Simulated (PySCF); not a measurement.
C₂H₂F₂, charge -1, doublet, geometry from GFN2-xTB (a state made from the parent by changing its charge; the spin is typed, not shown lowest) (a gas-phase anion, which may not be bound at this level), with bond 4-2 at 1.4 times its length; CASSCF(9,7)/6-31G* run with PySCF.

Here is a job for PySCF.
```python
from pyscf import gto, scf, mcscf
import numpy

mol = gto.Mole()
mol.atom = '''
    C     1.386014   -0.190232   -0.244704
    C     0.087406   -0.007333    0.357351
    F    -0.857850   -1.016434   -0.017975
    F    -0.815631    1.692433   -0.207041
    H     2.070851    0.635785   -0.062272
    H     1.827863   -1.163555   -0.039764
'''
mol.basis = '6-31g*'
mol.charge = -1
mol.spin = 1
mol.verbose = 4
mol.build()

mf = scf.ROHF(mol)
mf.kernel()
mc = mcscf.CASSCF(mf, 7, 9)
mc.fix_spin_(ss=0.75)
mc.kernel()
occ = numpy.linalg.eigvalsh(mc.fcisolver.make_rdm1(mc.ci, mc.ncas, mc.nelecas))[::-1]
ss = mc.fcisolver.spin_square(mc.ci, mc.ncas, mc.nelecas)[0]
print('natural occupations', occ.round(4), ' <S^2>', round(ss, 4))
```

Output, abridged:

```
PySCF version 2.14.0

[INPUT] verbose = 4
[INPUT] num. atoms = 6
[INPUT] num. electrons = 33
[INPUT] charge = -1
[INPUT] spin (= nelec alpha-beta = 2S) = 1
[INPUT] symmetry False subgroup None
[INPUT] Mole.unit = angstrom
[INPUT] Symbol           X                Y                Z      unit          X                Y                Z       unit  Magmom
[...]
nuclear repulsion = 100.005866883771
number of shells = 28
number of NR pGTOs = 116
number of NR cGTOs = 60
basis = 6-31g*
ecp = {}

******** <class 'pyscf.scf.rohf.ROHF'> ********
method = ROHF
initial guess = minao
damping factor = 0
level_shift factor = 0
DIIS = <class 'pyscf.scf.diis.CDIIS'>
diis_start_cycle = 1
diis_space = 8
diis_damp = 0
SCF conv_tol = 1e-09
SCF conv_tol_grad = None
SCF max_cycles = 50
direct_scf = True
direct_scf_tol = 1e-13
num. doubly occ = 16  num. singly occ = 1
Set gradient conv threshold to 3.16228e-05
init E= -275.219151067041
[...]
cycle= 1 E= -275.414145380996  delta_E= -0.195  |g|= 0.843  |ddm|= 1.53
[...]
cycle= 2 E= -275.448763318899  delta_E= -0.0346  |g|= 0.804  |ddm|= 0.895
[...]
cycle= 3 E= -275.574480093477  delta_E= -0.126  |g|= 0.0901  |ddm|= 0.45
[...]
cycle= 4 E= -275.578615116412  delta_E= -0.00414  |g|= 0.0409  |ddm|= 0.124
[...]
cycle= 5 E= -275.580029227158  delta_E= -0.00141  |g|= 0.0175  |ddm|= 0.0673
[...]
cycle= 6 E= -275.580691760553  delta_E= -0.000663  |g|= 0.0116  |ddm|= 0.0508
[...]
cycle= 7 E= -275.580988491676  delta_E= -0.000297  |g|= 0.00463  |ddm|= 0.0436
[...]
cycle= 8 E= -275.581045133312  delta_E= -5.66e-05  |g|= 0.00292  |ddm|= 0.0184
[...]
cycle= 9 E= -275.581059414588  delta_E= -1.43e-05  |g|= 0.000991  |ddm|= 0.0119
[...]
cycle= 10 E= -275.581061651517  delta_E= -2.24e-06  |g|= 0.000481  |ddm|= 0.00316
[...]
cycle= 11 E= -275.581062537375  delta_E= -8.86e-07  |g|= 0.000261  |ddm|= 0.00247
[...]
cycle= 12 E= -275.581062839965  delta_E= -3.03e-07  |g|= 0.000132  |ddm|= 0.00185
[...]
cycle= 13 E= -275.581062879631  delta_E= -3.97e-08  |g|= 5.22e-05  |ddm|= 0.000629
[...]
cycle= 14 E= -275.581062883869  delta_E= -4.24e-09  |g|= 1.38e-05  |ddm|= 0.000211
[...]
cycle= 15 E= -275.581062884118  delta_E= -2.49e-10  |g|= 4.27e-06  |ddm|= 5.18e-05
[...]
Extra cycle  E= -275.581062884128  delta_E= -1.02e-11  |g|= 2.08e-06  |ddm|= 4.71e-06
converged SCF energy = -275.581062884128

******** <class 'pyscf.mcscf.mc1step.CASSCF'> ********
CAS (5e+4e, 7o), ncore = 12, nvir = 41
max_cycle_macro = 50
max_cycle_micro = 4
conv_tol = 1e-07
conv_tol_grad = None
orbital rotation max_stepsize = 0.02
orbital rotation threshold for CI restart = 0.01
augmented hessian ah_max_cycle = 30
augmented hessian ah_conv_tol = 1e-12
augmented hessian ah_linear dependence = 1e-14
augmented hessian ah_level shift = 1e-08
augmented hessian ah_start_tol = 2.5
augmented hessian ah_start_cycle = 3
augmented hessian ah_grad_trust_region = 3
kf_trust_region = 3
kf_interval = 4
ci_response_space = 4
ci_grad_trust_region = 3
with_dep4 0
natorb = False
canonicalization = True
sorting_mo_energy = False
ao2mo_level = 2
internal_rotation = False
******** <class 'pyscf.fci.addons.SpinPenaltyFCISolver'> ********
max. cycles = 50
conv_tol = 1e-08
davidson only = True
linear dependence = 1e-12
level shift = 0.001
max iter space = 12
nroots = 1
pspace_size = 400
spin = None
CASCI E = -275.599247131110  S^2 = 0.7500000
Set conv_tol_grad to 0.000316228
macro iter   1 ( 21 JK    4 micro), CASSCF E = -275.618778887323  dE = -1.95317562e-02  S^2 = 0.7500000
               |grad[o]|=0.0594  |grad[c]|=0.0485  |ddm|=0.0522  |maxRot[o]|=0.255
macro iter   2 ( 21 JK    4 micro), CASSCF E = -275.635506099462  dE = -1.67272121e-02  S^2 = 0.7500000
               |grad[o]|=0.0547  |grad[c]|=0.0322  |ddm|=0.0234  |maxRot[o]|=0.295
macro iter   3 ( 20 JK    4 micro), CASSCF E = -275.641911578354  dE = -6.40547889e-03  S^2 = 0.7500000
               |grad[o]|=0.0407  |grad[c]|=0.0167  |ddm|=0.0381  |maxRot[o]|= 0.22
[...]
               |grad[o]|=0.000829  |grad[c]|=0.00162  |ddm|=0.00127  |maxRot[o]|=0.0383
macro iter  33 (  5 JK    2 micro), CASSCF E = -275.644041288787  dE = -7.27602583e-06  S^2 = 0.7500000
               |grad[o]|=0.000804  |grad[c]|=0.00102  |ddm|=0.000882  |maxRot[o]|=0.0222
macro iter  34 (  7 JK    2 micro), CASSCF E = -275.644052599458  dE = -1.13106705e-05  S^2 = 0.7500000
               |grad[o]|=0.000745  |grad[c]|=0.00503  |ddm|=0.00278  |maxRot[o]|=0.0422
macro iter  35 (  7 JK    2 micro), CASSCF E = -275.644063330373  dE = -1.07309154e-05  S^2 = 0.7500000
               |grad[o]|=0.000821  |grad[c]|=0.00574  |ddm|=0.00334  |maxRot[o]|=0.036
macro iter  36 (  7 JK    2 micro), CASSCF E = -275.644076789086  dE = -1.34587132e-05  S^2 = 0.7500000
               |grad[o]|=0.000827  |grad[c]|=0.00677  |ddm|=0.00379  |maxRot[o]|=0.0437
macro iter  37 (  7 JK    2 micro), CASSCF E = -275.644089424368  dE = -1.26352817e-05  S^2 = 0.7500000
               |grad[o]|=0.000669  |grad[c]|=0.00753  |ddm|=0.00413  |maxRot[o]|=0.0375
macro iter  38 (  7 JK    2 micro), CASSCF E = -275.644105857015  dE = -1.64326467e-05  S^2 = 0.7500000
               |grad[o]|=0.000782  |grad[c]|=0.0128  |ddm|=0.00696  |maxRot[o]|=0.0553
macro iter  39 (  7 JK    2 micro), CASSCF E = -275.644120316939  dE = -1.44599241e-05  S^2 = 0.7500000
               |grad[o]|=0.000784  |grad[c]|=0.0114  |ddm|=0.00615  |maxRot[o]|=0.053
macro iter  40 (  7 JK    2 micro), CASSCF E = -275.644134654089  dE = -1.43371501e-05  S^2 = 0.7500000
               |grad[o]|=0.000839  |grad[c]|=0.0136  |ddm|=0.00738  |maxRot[o]|=0.0563
macro iter  41 (  7 JK    2 micro), CASSCF E = -275.644145569498  dE = -1.09154088e-05  S^2 = 0.7500000
               |grad[o]|=0.000741  |grad[c]|=0.0107  |ddm|=0.00575  |maxRot[o]|=0.048
macro iter  42 (  7 JK    2 micro), CASSCF E = -275.644154892423  dE = -9.32292494e-06  S^2 = 0.7500000
               |grad[o]|=0.000738  |grad[c]|=0.0123  |ddm|=0.00669  |maxRot[o]|=0.053
macro iter  43 (  7 JK    2 micro), CASSCF E = -275.644160098316  dE = -5.20589361e-06  S^2 = 0.7500000
               |grad[o]|=0.000586  |grad[c]|=0.00634  |ddm|=0.00342  |maxRot[o]|=0.0384
macro iter  44 (  7 JK    2 micro), CASSCF E = -275.644162874872  dE = -2.77655573e-06  S^2 = 0.7500000
               |grad[o]|=0.000568  |grad[c]|=0.00373  |ddm|=0.00204  |maxRot[o]|=0.0294
macro iter  45 ( 12 JK    3 micro), CASSCF E = -275.644152590372  dE =  1.02845001e-05  S^2 = 0.7500000
               |grad[o]|=0.000325  |grad[c]|=0.0014  |ddm|=0.00102  |maxRot[o]|=0.0477
macro iter  46 ( 21 JK    4 micro), CASSCF E = -275.644155755054  dE = -3.16468265e-06  S^2 = 0.7500000
               |grad[o]|=0.00122  |grad[c]|=0.000933  |ddm|=0.000242  |maxRot[o]|=0.00934
macro iter  47 (  7 JK    2 micro), CASSCF E = -275.644163418932  dE = -7.66387785e-06  S^2 = 0.7500000
               |grad[o]|=0.000323  |grad[c]|=0.00185  |ddm|=0.000748  |maxRot[o]|=0.0383
macro iter  48 (  7 JK    2 micro), CASSCF E = -275.644164653916  dE = -1.23498359e-06  S^2 = 0.7500000
               |grad[o]|=0.000186  |grad[c]|=0.00053  |ddm|=0.000251  |maxRot[o]|=0.0166
macro iter  49 (  6 JK    1 micro), CASSCF E = -275.644165001584  dE = -3.47667992e-07  S^2 = 0.7500000
               |grad[o]|=0.000128  |grad[c]|=0.000577  |ddm|=0.000208  |maxRot[o]|=0.0109
macro iter  50 (  9 JK    2 micro), CASSCF E = -275.644165296890  dE = -2.95306165e-07  S^2 = 0.7500000
               |grad[o]|=0.000197  |grad[c]|=0.00161  |ddm|=0.000828  |maxRot[o]|=0.0196
1-step CASSCF not converged,  50 macro (541 JK 129 micro) steps
CASSCF canonicalization
Density matrix diagonal elements [1.98274216 1.98643057 1.9505949  1.96700818 1.02907914 0.07041434
 0.01373071]
CASSCF energy = -275.644165296890
CASCI E = -275.644165296890  E(CI) = -16.0999329822890  S^2 = 0.7500000
natural occupations [1.9982 1.9859 1.9752 1.9509 1.0154 0.061  0.0135]  <S^2> 0.75
```

The run did not converge; its last values are not results.
